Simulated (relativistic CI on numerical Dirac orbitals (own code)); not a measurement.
# Ligand-field terms of d4

Computed with a parametric ligand-field model of a d^n configuration (Racah B and C, spin-orbit zeta, crystal field), exact diagonalisation.

Field parameters in Wybourne normalisation: Oh B⁴₀ = 21Dq, B⁴₄ = √(5/14) B⁴₀; Td as Oh with Dq negative (B⁴₀ = 21Dq, B⁴₄ = √(5/14) B⁴₀). The field is a parameter set, without covalency.

Question: Ground term and bands for B = 860, C = 3620, ζ = 0 cm⁻¹, Oh, 10Dq = 22300 cm⁻¹?

Answer: Ground term 3T1 with 0.04 electrons in the two orbitals of the cubic e set. Spin-allowed: 3E 19258 cm⁻¹ (519 nm), 3T1 20195 cm⁻¹ (495 nm), 3T2 21107 cm⁻¹ (474 nm), 3A1 22672 cm⁻¹ (441 nm). Lowest spin-forbidden: 5E 452 cm⁻¹, 1T2 10242 cm⁻¹ (976 nm), 1E 11478 cm⁻¹ (871 nm).

Question: A d4 ion in Oh symmetry has the ground term 3T1 and bands at 1T2 7236 cm⁻¹ (1382 nm), 1E 8086 cm⁻¹ (1237 nm), 5E 12775 cm⁻¹ (783 nm), 3E 25381 cm⁻¹ (394 nm), 3T1 25949 cm⁻¹ (385 nm), 3T2 26649 cm⁻¹ (375 nm), 3A1 27795 cm⁻¹ (360 nm). Which parameters reproduce them?

Answer: B = 620, C = 2360, ζ = 0 cm⁻¹, Oh, 10Dq = 27650 cm⁻¹.

Question: Ground term and bands for B = 720, C = 2670, ζ = 0 cm⁻¹, Td, 10Dq = -8300 cm⁻¹?

Answer: Ground term 5T2 with 2.00 electrons in the two orbitals of the cubic e set. Spin-allowed: 5E 8300 cm⁻¹ (1205 nm). Lowest spin-forbidden: 1A1 6079 cm⁻¹ (1645 nm), 3T1 7083 cm⁻¹ (1412 nm), 3T2 10242 cm⁻¹ (976 nm).

Question: Ground term and bands for B = 760, C = 3040, ζ = 0 cm⁻¹, Td, 10Dq = -6000 cm⁻¹?

Answer: Ground term 5T2 with 2.00 electrons in the two orbitals of the cubic e set. Spin-allowed: 5E 6000 cm⁻¹ (1667 nm). Lowest spin-forbidden: 3T1 11007 cm⁻¹ (909 nm), 1A1 13145 cm⁻¹ (761 nm), 3T2 13535 cm⁻¹ (739 nm).

Question: Ground term and bands for B = 870, C = 3960, ζ = 0 cm⁻¹, Oh, 10Dq = 11800 cm⁻¹?

Answer: Ground term 5E with 1.00 electrons in the two orbitals of the cubic e set. Spin-allowed: 5T2 11800 cm⁻¹ (847 nm). Lowest spin-forbidden: 3T1 11011 cm⁻¹ (908 nm), 3E 20095 cm⁻¹ (498 nm), 3T1 21237 cm⁻¹ (471 nm).
